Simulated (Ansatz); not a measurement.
This geometry of CH$_{9}$AsGeSi (13 atoms, charge 0, multiplicity 1) is a first-order saddle point.

Theory: RKS PBE/def2-SVP in Ansatz.

```xyz
13
Properties=species:S:1:pos:R:3
Ge -1.723 -0.294 1.425
Si 0.409 -1.017 0.592
C 1.230 0.318 -0.490
As 0.099 0.768 -2.105
H -2.753 -0.096 0.281
H -2.303 -1.334 2.421
H -1.584 1.059 2.177
H 0.211 -2.269 -0.224
H 1.293 -1.366 1.765
H 2.223 -0.039 -0.829
H 1.397 1.238 0.104
H 1.258 0.703 -3.120
H 0.264 2.296 -1.981
```

(1) Which two structures does it join? (They come from a converged band through this point; their orientation in space is the band's.)

(2) How far does it lie above each of them?

## Answers

(1) No bond is made or broken. The dihedral H11–C3–As4–H12 goes from 36 to 175°.

First end point:

```xyz
13
Properties=species:S:1:pos:R:3
Ge -1.567 0.251 1.425
Si 0.263 -1.068 0.608
C 1.339 -0.119 -0.640
As 0.417 0.272 -2.379
H -2.617 0.538 0.318
H -2.289 -0.483 2.588
H -1.062 1.618 1.965
H -0.283 -2.320 -0.030
H 1.108 -1.484 1.787
H 2.218 -0.751 -0.887
H 1.716 0.814 -0.175
H 1.365 1.421 -2.787
H -0.588 1.277 -1.778
```

Last end point:

```xyz
13
Properties=species:S:1:pos:R:3
Ge -1.690 -0.088 1.488
Si 0.364 -0.925 0.572
C 1.279 0.375 -0.470
As 0.150 1.187 -1.917
H -2.738 0.213 0.382
H -2.309 -1.129 2.461
H -1.445 1.224 2.284
H 0.060 -2.132 -0.278
H 1.246 -1.374 1.711
H 2.197 -0.079 -0.894
H 1.590 1.210 0.193
H -0.018 -0.127 -2.708
H 1.336 1.610 -2.810
```

(2) 7.3 kJ/mol above the first and 7.4 kJ/mol above the second. This is the barrier of this one path; another mechanism may lie lower.

Run time: 2.2 min on 2 threads of Arm Neoverse V1, with other jobs on the host, peak memory 0.2 GiB.
